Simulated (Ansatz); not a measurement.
Relaxation of CH₃BO₃S (9 atoms, charge 0, multiplicity 1), to a largest force component of 0.015 eV/Å in at most 40 steps.

Method: RKS PBE0-D4/STO-3G in Ansatz 0.2.0.

```xyz
9
Properties=species:S:1:pos:R:3:forces:R:3
O 0.585 -1.869 -0.743 -0.55 0.76 0.31
C 0.611 -0.763 -0.086 1.95 -4.90 -2.28
O 1.820 -0.301 0.339 3.10 2.61 1.91
B -0.607 0.055 0.249 -5.89 1.84 -0.13
O -1.980 -0.444 -0.222 4.27 0.42 2.64
S -0.577 1.649 1.258 0.25 -0.75 -0.79
H 2.728 -0.811 0.144 -2.66 -0.28 -0.50
H -2.071 0.006 -1.097 -0.35 0.71 -1.50
H -0.421 2.433 0.141 -0.13 -0.41 0.33
```

Q: Where does it end, and by what steps?

A: It converged. Limits of this set-up: minimal basis. After 13 steps the energy has fallen by 2.849 eV; H9 moved furthest, 1.07 Å.

```json
{"step": "0", "energy less start (eV)": "0.0000", "largest force component (eV/Å)": "5.889", "accepted": "yes"}
{"step": "1", "energy less start (eV)": "-0.8826", "largest force component (eV/Å)": "2.622", "accepted": "yes"}
{"step": "2", "energy less start (eV)": "-1.2701", "largest force component (eV/Å)": "2.844", "accepted": "yes"}
{"step": "3", "energy less start (eV)": "-1.6672", "largest force component (eV/Å)": "2.872", "accepted": "yes"}
{"step": "4", "energy less start (eV)": "-2.0913", "largest force component (eV/Å)": "3.486", "accepted": "yes"}
{"step": "5", "energy less start (eV)": "-2.4898", "largest force component (eV/Å)": "2.339", "accepted": "yes"}
{"step": "6", "energy less start (eV)": "-2.7381", "largest force component (eV/Å)": "0.966", "accepted": "yes"}
{"step": "7", "energy less start (eV)": "-2.8279", "largest force component (eV/Å)": "0.775", "accepted": "yes"}
{"step": "8", "energy less start (eV)": "-2.8328", "largest force component (eV/Å)": "0.450", "accepted": "yes"}
{"step": "9", "energy less start (eV)": "-2.8420", "largest force component (eV/Å)": "0.388", "accepted": "yes"}
{"step": "10", "energy less start (eV)": "-2.8486", "largest force component (eV/Å)": "0.176", "accepted": "yes"}
{"step": "11", "energy less start (eV)": "-2.8487", "largest force component (eV/Å)": "0.097", "accepted": "yes"}
{"step": "12", "energy less start (eV)": "-2.8494", "largest force component (eV/Å)": "0.029", "accepted": "yes"}
{"step": "13", "energy less start (eV)": "-2.8494", "largest force component (eV/Å)": "0.007", "accepted": "yes"}
```

```xyz
9
Properties=species:S:1:pos:R:3
O 0.753 -2.047 -0.566
C 0.755 -0.877 -0.115
O 1.945 -0.347 0.450
B -0.450 0.177 -0.074
O -1.608 -0.263 -0.644
S -0.161 1.752 0.688
H 2.594 -1.131 0.345
H -2.325 0.450 -0.581
H -1.414 2.240 0.479
```

Time of the run: 53 s on 1 CPU thread of a shared host.
